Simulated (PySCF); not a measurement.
Isomers of C5H11BS, from PBE0-D3(BJ)/def2-SVP geometry optimisation, gas phase (PySCF 2.14.0). One conformer each, no zero-point energy, no frequencies.

Task: Which isomer lies lower at this level?
A. `[CH3:1][S:2][C@@H:3]1[BH:4][CH2:5][CH2:6][CH2:7]1` with C1–S2–C3–B4 -172°, S2–C3–B4–C5 -145°, C3–B4–C5–C6 -10°, B4–C5–C6–C7 30°, C5–C6–C7–C3 -39°: A = 4899, B = 1307, C = 1099 MHz, dipole 1.87 D
B. `[CH3:1][S:2][BH:3][CH:4]1[CH2:5][CH2:6][CH2:7]1` with C1–S2–B3–C4 3°, S2–B3–C4–C5 -174°, B3–C4–C5–C6 -136°, C4–C5–C6–C7 18°, C5–C6–C7–C4 -18°, B3–C4–C7–C6 141°: A = 4943, B = 1097, C = 993.3 MHz, dipole 2.00 D

Result: B. That is `CSBC1CCC1`, 3.5 kcal/mol below the other.

```
        SMILES                                      mapped SMILES      E (Eh)  relative (kcal/mol)  relative (kJ/mol)  dipole (D)
     CSBC1CCC1    [CH3:1][S:2][BH:3][CH:4]1[CH2:5][CH2:6][CH2:7]1  -619.50769                  0.0                0.0        2.00
CS[C@@H]1BCCC1  [CH3:1][S:2][C@@H:3]1[BH:4][CH2:5][CH2:6][CH2:7]1  -619.50217                  3.5               14.5        1.87
```

As drawn, the lower has a four-membered ring, which the higher lacks.
